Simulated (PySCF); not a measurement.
H3Si2, SMILES [Si][SiH3] (connectivity only; charge and spin as stated), neutral, multiplicity 2.

Geometry optimised at B3LYP-D3(BJ)/def2-TZVP. The isomer is the one that the SMILES or the coordinates give; other isomers of the formula were not compared.

Calculation: TDA-PBE/def2-TZVPD in PySCF 2.14.0.

Vertical excitations. 

Computed UV-visible absorptions:
```csv
state,energy (eV),λ (nm),f,main pairs
root 1,0.27,4640,0.000,α HOMO→LUMO 100 %
root 2,1.20,1031,0.000,"α HOMO−1→LUMO 52 %, β HOMO→LUMO 47 %"
root 3,2.17,572,0.003,"α HOMO−1→LUMO 47 %, β HOMO→LUMO 52 %"
root 4,2.51,494,0.002,β HOMO→LUMO+1 99 %
root 5,4.09,303,0.005,α HOMO→LUMO+1 96 %
root 6,4.13,300,0.001,"α HOMO−2→LUMO 91 %, β HOMO−1→LUMO 7 %"
root 7,4.14,299,0.001,"α HOMO−3→LUMO 70 %, β HOMO−2→LUMO 29 %"
root 8,4.33,286,0.025,α HOMO→LUMO+2 100 %
root 9,4.37,284,0.002,"α HOMO−2→LUMO 6 %, β HOMO−1→LUMO 93 %"
root 10,4.72,263,0.002,"α HOMO→LUMO+4 27 %, α HOMO−3→LUMO 19 %, β HOMO−2→LUMO 49 %"
```
Unrestricted roots are not spin-pure.
